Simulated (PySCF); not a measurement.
Relaxation of sextet IrH₄

Method: PySCF, UPBE0, basis Ir def2-TZVP with ECP60, H def2-TZVP (scalar-relativistic core potentials, no spin–orbit coupling, density fitting). A (50,194) grid was used.

A start displaced from a saddle point along its imaginary mode, of Cs symmetry, held to at least that symmetry:

```xyz
5
charge 0 multiplicity 6, angstrom
Ir   -0.0008    0.0000   -0.0201
H     0.1200    1.5270    0.5759
H     0.1200   -1.5270    0.5759
H     1.0754    0.0000    1.3636
H    -1.1533    0.0000    1.3309
```

(1) What does it relax to?

(2) How much energy is released, and in how many steps?

## Answers

(1) It ends at Td with Ir–H 1.706 Å (×4); H–Ir–H 109.5° (×6) (after a last refinement on a finer grid). A frequency run shows a minimum.

(2) 91.5 kJ/mol in 24 steps.

Open d and f shells are described by one determinant, and the ground state may have another occupation or spin. At this level a doublet minimum of C2v symmetry lies 440 kJ/mol below this structure. No spin–orbit coupling is included, which matters more the heavier the element.

The relaxation took of the order of 80 core-seconds on a shared host.
